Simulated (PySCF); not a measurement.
**B⁺: excitation energy**

B⁺ [He] 2s2 (1S) → B⁺ [He] 2p2 (3P), as a difference of total energies. All numbers are calculated (PySCF 2.14, the non-relativistic Hamiltonian (point nucleus), in aug-cc-pwCVQZ (9s8p6d4f2g, 109 functions)). Correlated levels: valence: 1s2 frozen; valence and next inner shell: nothing frozen. The calculations carry no spin-orbit coupling.

```json
{"method": "UHF", "excitation energy (eV)": "10.950"}
{"method": "LDA", "excitation energy (eV)": "9.970"}
{"method": "PBE", "excitation energy (eV)": "10.010"}
{"method": "PBE0", "excitation energy (eV)": "10.417"}
{"method": "r2SCAN", "excitation energy (eV)": "10.112"}
{"method": "M06-L", "excitation energy (eV)": "10.242"}
{"method": "TPSSh", "excitation energy (eV)": "10.479"}
{"method": "M06", "excitation energy (eV)": "10.295"}
{"method": "MP2 (valence)", "excitation energy (eV)": "11.798"}
{"method": "SCS-MP2 (valence)", "excitation energy (eV)": "12.139"}
{"method": "MP2 (valence and next inner shell)", "excitation energy (eV)": "11.733"}
{"method": "SCS-MP2 (valence and next inner shell)", "excitation energy (eV)": "12.103"}
```

Errors of the correlated levels include the incompleteness of this basis and the frozen core.

**Question.** Which method comes closest to the reference value, and which is furthest?

**Answer.** The reference is 12.265 eV (measured; NIST levels, between the centres of gravity of the two terms). Closest: SCS-MP2 (valence) (error -0.126 eV); furthest: LDA (error -2.295 eV).
